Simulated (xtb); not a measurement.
SbCl2, SMILES [Cl][Sb+][Cl] (connectivity only; charge and spin as stated), charge +1, multiplicity 1. All values are semi-empirical tight-binding results from xtb (GFN2-xTB unless named), good for trends rather than for accurate numbers. Geometry optimised at GFN2-xTB. The spin state was assumed, not searched. The isomer is the one that the SMILES or the coordinates give; other isomers of the formula were not compared.

Optimised geometry:

Bond lengths (Å): Sb1–Cl2 2.298, Sb1–Cl3 2.298. Bond angles (°): Cl2–Sb1–Cl3 99.5.
Charge +1, spin multiplicity 1.

For metal compounds this method's bond lengths and energies can be far off.

Computed properties:
```
Item                                           Result
-------------------------------------  --------------
point group as xtb finds it                       C2v
orbital gap                                   2.16 eV
zero-point energy                        1.1 kcal/mol
G − E(el) at 298.15 K (modified RRHO)  -17.4 kcal/mol
```

Question: Give the atomic charges and the Wiberg bond orders between heavy atoms. (Estimate from the structure and the level; the computed values follow.)

Answer: charges (e) Sb1 0.63, Cl2 0.19, Cl3 0.19. Bond orders Sb1–Cl2 1.66, Sb1–Cl3 1.66.
